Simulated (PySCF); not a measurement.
Question: Give a GFN2-xTB geometry of InChI=1S/C5H8OSi/c7-4-5-2-1-3-6-5/h1-3H,4H2,7H3.

Answer: 
```xyz
15
C5H8OSi angstrom
Si    -2.309    0.167    0.523
C     -1.058   -0.826   -0.531
C      0.306   -0.284   -0.343
C      1.343   -0.683    0.449
C      2.380    0.265    0.258
C      1.896    1.172   -0.628
O      0.639    0.851   -0.995
H     -1.945    0.018    1.933
H     -2.252    1.574    0.132
H     -3.646   -0.378    0.280
H     -1.066   -1.878   -0.249
H     -1.331   -0.760   -1.585
H      1.369   -1.548    1.080
H      3.346    0.265    0.720
H      2.322    2.053   -1.065
```

Orientation and origin are arbitrary. Atoms count from 1 in this order. Si1 (SiH3 silicon) is tetrahedral (angles from 108.2° to 110.5°). The C–C distances run from 1.357 Å (C5–C6, aromatic) to 1.480 Å (C2–C3, drawn single), a spread of 0.123 Å. The 5-membered ring C3–C4–C5–C6–O7 has internal angles of 105.9° to 110.5°; it is planar, 0.00 Å rms from its mean plane, widest ring torsion 0°.

Bonds between heavy atoms (Å): Si1–C2 1.914, C2–C3 1.480, C3–C4 1.364, C4–C5 1.418, C5–C6 1.357, C6–O7 1.348, C3–O7 1.351.

Structure optimised with GFN2-xTB, isolated species.

Point group: C1 (no symmetry element, even within 0.4 Å). GFN2-xTB frequencies: not computed here. The numbers are those of one conformer (Si1–C2–C3–C4 98°).
